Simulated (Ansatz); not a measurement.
Basis-set extrapolation for C2HCl5 (`ClC(Cl)C(Cl)(Cl)Cl`) (PBE0-D4/def2-TZVP geometry, frozen core, Ansatz 0.2.0). Multiplicity 1, RHF reference.

```json
{"": "HF", "cc-pV(T+d)Z": "-2373.903513", "cc-pV(Q+d)Z": "-2373.926370"}
{"": "MP2 correlation", "cc-pV(T+d)Z": "-1.289350", "cc-pV(Q+d)Z": "-1.408649"}
{"": "CCSD(T) correlation", "cc-pV(T+d)Z": "-1.423845", "cc-pV(Q+d)Z": "not run"}
```

Energies in hartree. Use E(X) = E(∞) + A·exp(−5.46·√X) for Hartree–Fock and E(X) = E(∞) + B·X^(−3.05) for correlation, with X = 3 and 4, and add CCSD(T) minus MP2 of the smaller set to the MP2 limit.

Problem. What is the CCSD(T) energy at the basis-set limit?

Solution. HF limit: -2373.926370 + (-0.022857) × 0.30130 = -2373.93326. MP2 limit: -1.408649 + (-0.119299) × 0.71189 = -1.49358. Higher-order term: -1.423845 − (-1.289350) = -0.13450. Total: -2375.56134 hartree, 614.3 kJ/mol below CCSD(T)/cc-pV(T+d)Z.
